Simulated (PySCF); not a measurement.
AlClGeH₃O (calculated)

All values are calculated (PySCF 2.14.0). Calculation on a computer-drawn molecule: optimised geometry and harmonic frequencies of an isolated molecule of the commonest isotopes, restricted reference for singlets and unrestricted otherwise, frozen core in MP2; on germanium a core potential holds 10 electrons, which the energies leave out, and 3d is frozen in MP2 and coupled-cluster steps.

```json
{"formula": "AlClGeH3O", "start_structure": {"atoms_angstrom": [["Al", -1.6006, -0.2457, -0.2544], ["O", -0.8064, -1.6202, 0.2994], ["Ge", 0.0814, -2.9923, 0.9105], ["Cl", 2.1617, -2.7819, 0.9138], ["H", -0.6794, 0.8848, -0.5698], ["H", -3.0805, -0.406, -0.375], ["H", -0.8564, -4.1351, 1.2909]]}, "given": {"charge": 1, "multiplicity": 1, "method": "HF", "basis": "cc-pV(D+d)Z", "basis_and_core_potential_on_germanium": "cc-pVDZ-PP ECP10MDF", "drawn_bonds_atom": [1, 2, 3, 1, 1, 3], "drawn_bonds_other_atom": [2, 3, 4, 5, 6, 7], "drawn_bonds_order": [1, 1, 1, 1, 1, 1]}, "results": {"optimised_atom_element": ["Al", "O", "Ge", "Cl", "H", "H", "H"], "optimised_atom_x [angstrom]": [-1.616, -0.8107, 0.04209, 1.855, -1.227, -2.551, -0.472], "optimised_atom_y [angstrom]": [-0.1954, -1.616, -2.92, -3.356, 1.129, -0.5621, -3.777], "optimised_atom_z [angstrom]": [-0.2961, 0.4071, 0.9735, 0.1, 0.4191, -1.482, 2.094], "modes_frequency [cm^-1]": [66.22, 68.89, 105.0, 245.2, 412.9, 531.4, 541.9, 577.5, 648.0, 756.1, 800.7, 1088, 2089, 2116, 2380], "modes_reduced_mass [dalton]": [9.601, 1.139, 3.237, 12.92, 12.2, 28.38, 1.12, 1.255, 1.168, 1.068, 1.077, 12.4, 1.018, 1.069, 1.022], "rotational_constants [GHz]": [7.306, 1.261, 1.094], "total_energy [hartree]": -1071.2402, "convergence_status_largest_gradient_component [hartree/bohr]": 1.637e-05}}
```
